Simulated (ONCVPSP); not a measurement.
gold (Au): one change to an ONCV potential, before and after

* Element: Au (Z = 79)
* Generator: ONCVPSP 4.0.1
* Type: optimised norm-conserving Vanderbilt (ONCV)
* Functional: LDA (Perdew-Wang 92)
* Relativity: fully relativistic
* Frozen core: [Xe] 4f14
* Valence charge: 11
* Reference configuration: 5d10 6s0.5 (charge +0.5)
* Partial waves: 6s: rc 2.25 bohr, ncon 4, nbas 8, qcut 2.5 1/bohr, 2 projectors, debl 3.1 Ha; p scattering state at 0.03 Ha: rc 2.30 bohr, ncon 4, nbas 7, qcut 3.6 1/bohr, 2 projectors, debl 1.3 Ha; 5d: rc 1.85 bohr, ncon 4, nbas 9, qcut 7.6 1/bohr, 1 projector
* Local potential: polynomial inside 1.50 bohr (lpopt 5, dvloc0 3 Ha)
* Core correction: Teter function, fcfact 4, rcfact 1.2

Open shells are filled in proportion to 2j + 1.

In the p channel the program set the typed energies aside and used 0.050, 1.350 Ha (j = l + 1/2; the other j can differ).

Change: s: qcut 2.7; p: qcut 3.9; d: qcut 8.1.

Cutoffs: the cutoffs (Ha) at which the residual kinetic energy of the hardest occupied pseudo-wave falls to 1 and 0.1 mHa per electron; they do not see the model core or the augmentation charge, which bear on the density cutoff. Errors are all-electron minus pseudo energies relative to the spin-unpolarised reference configuration.

Question: What does the change do?

Answer: The potential gets neither clearly harder nor softer (21 Ha and 31 Ha → 21 Ha and 30 Ha); both files keep a bound ghost (p); of the 4 tests that both files solve, the error grows in 2 and shrinks in 1 by more than 15 % and 0.3 meV (median size 1.9 → 1.3 meV); the range in which the d3/2 phases agree widens (upper end 2.7 → at the end of the scan).

| quantity | base | changed |
| --- | --- | --- |
| cutoff, loose | 21 Ha | 21 Ha |
| cutoff, tight | 31 Ha | 30 Ha |
| loose cutoff by channel | s 14 Ha, d 21 Ha | s 8.4 Ha, d 21 Ha |
| bound ghosts | p3/2 | p3/2 |
| GHOST(+) flags under 300 eV | s at 28.1 eV, p1/2 at 60.7 eV | s at 25.6 eV, p1/2 at 60.4 eV |
| error for 5d10 6s1, meV [ΔE -3.95 eV] | -0.7 | -1.0 |
| error for 5d10 6s0, meV [ΔE 5.83 eV] | -0.7 | -1.0 |
| error for 5d9 6s0, meV [ΔE 27.35 eV] | -3.1 | -1.6 |
| error for 5d8 6s0, meV [ΔE 61.53 eV] | -75 | -71 |
| s: phases at 2.28 bohr within 0.05 rad from the reference energy up to (Ha; the scan ends near 5) | 1.0 | 0.8 |
| p3/2: phases at 2.34 bohr within 0.05 rad from the reference energy up to (Ha; the scan ends near 5) | 3.5 | 3.6 |
| p1/2: phases at 2.34 bohr within 0.05 rad from the reference energy up to (Ha; the scan ends near 5) | 2.1 | 2.1 |
| d5/2: phases at 1.87 bohr within 0.05 rad from the reference energy up to (Ha; the scan ends near 5) | to the end of the scan | to the end of the scan |
| d3/2: phases at 1.87 bohr within 0.05 rad from the reference energy up to (Ha; the scan ends near 5) | 2.7 | to the end of the scan |
| rms error of d²Exc/dni dnj with the model core, mHa | 6.00 | 6.01 |

 A true bound ghost makes a file unfit for plane-wave use even where its test errors are small: the radial tests pick states by their node count and pass the ghost by.
